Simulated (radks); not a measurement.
The numbers below are computed, except where a source is named.
Task: Radial electron density D(r) = 4 pi r^2 rho(r) of an atom or ion with 38 electrons. Code: a radial shooting solver on a logarithmic mesh with Libxc functionals. Model: Dirac Kohn-Sham, relativistic LDA (MacDonald-Vosko exchange, VWN5 correlation), spin-unpolarised, spherical densities, finite nucleus; Fermi nuclear charge, rms radius of each element as measured or else 0.836 A^(1/3) + 0.57 fm.

r (bohr),D(r) (e/bohr)
0.001308,4.071
0.001499,5.103
0.001703,6.293
0.001936,7.736
0.002218,9.594
0.002521,11.70
0.002888,14.37
0.003283,17.34
0.003761,21.04
0.004274,25.05
0.004858,29.58
0.005566,34.97
0.006326,40.50
0.007247,46.74
0.008237,52.77
0.009362,58.72
0.01073,64.61
0.01219,69.38
0.01397,73.22
0.01587,75.38
0.01804,75.95
0.02067,74.87
0.02349,72.63
0.02691,69.73
0.03059,67.47
0.03505,66.77
0.03983,68.61
0.04527,73.19
0.05186,80.50
0.05895,88.15
0.06753,94.68
0.07676,97.09
0.08724,94.62
0.09995,87.22
0.1136,78.32
0.1301,70.88
0.1479,68.89
0.1695,72.67
0.1926,78.78
0.2189,82.35
0.2508,78.57
0.285,67.00
0.3266,50.12
0.3712,35.76
0.4218,27.10
0.4833,24.29
0.5493,24.26
0.6293,22.72
0.7153,18.31
0.8129,12.24
0.9314,6.358
1.059,2.724
1.213,0.8476
1.378,0.2146
1.579,0.03614
1.795,0.004837
2.04,0.0004518

What is the nuclear charge?

Result: Z = 57. The innermost maximum, from 1s, lies near gamma/Z bohr with gamma = sqrt(1 - (Z/c)^2) = 0.909, here 0.016 bohr (found: 0.0178), and its height grows with Z. The density is that of the lanthanum ion La19+ in [Kr] 4d2; the configuration itself is not fixed sharply by these data, and Z only to a few units. D(r) has 4 maxima, at r = 0.0178, 0.0768, 0.221, 0.541 bohr, and minima at 0.0342, 0.144, 0.503 bohr, inside which lie 2.02, 11.08, 29.73 electrons.
